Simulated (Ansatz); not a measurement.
Consider the ligand exchange at the Si–S bond: `CO[SiH](F)S[SiH2]F` + `[BH2][GeH2][OH]` → `[BH2][GeH2][O][SiH2]F` + `CO[SiH](F)S`.

Program: Ansatz. Geometries: PBE0-D4/def2-TZVP. ΔE: electronic, gas phase. CCSD(T)/CBS adds triple-zeta CCSD(T) − MP2 to the extrapolated MP2 energy (def2 sets, frozen cores). For Ge outer-core shells are correlated without core-valence functions, which leaves a few kJ/mol of doubt a bond. Scalar relativity is left out up to krypton. Each species was taken in one conformer, which may not be the lowest.

```
                species  HF/def2-QZVPP energy (Eh)
   `CO[SiH](F)S[SiH2]F`                -1290.96182
      `[BH2][GeH2][OH]`                -2177.90077
`[BH2][GeH2][O][SiH2]F`                -2567.05487
          `CO[SiH](F)S`                 -901.84026
```

Work out ΔE.

ΔE = (-2567.05487) + (-901.84026) − (-1290.96182) − (-2177.90077) = -0.03254 Eh = -20.4 kcal/mol. CCSD(T)/CBS gives -13.3 kcal/mol.

Largest T1 diagnostic among the species: 0.012.

From PBE to PBE0 (25 % exact exchange), in def2-TZVPP and without D4, ΔE moves by −1.4 kcal/mol. The D4 term adds +1.9 kcal/mol with B3LYP and +1.1 kcal/mol with PBE0; it sums over pairs of atoms, weighted by their polarisabilities, and B3LYP, whose exchange is more repulsive, gets the larger term. In def2-TZVPP, CCSD(T) changes the Hartree–Fock value by +5.6 kcal/mol (the triples alone add +1.1 kcal/mol) and MP2 by +6.6 kcal/mol.

B3LYP here is the variant with VWN-RPA as its local correlation; programs differ in this.
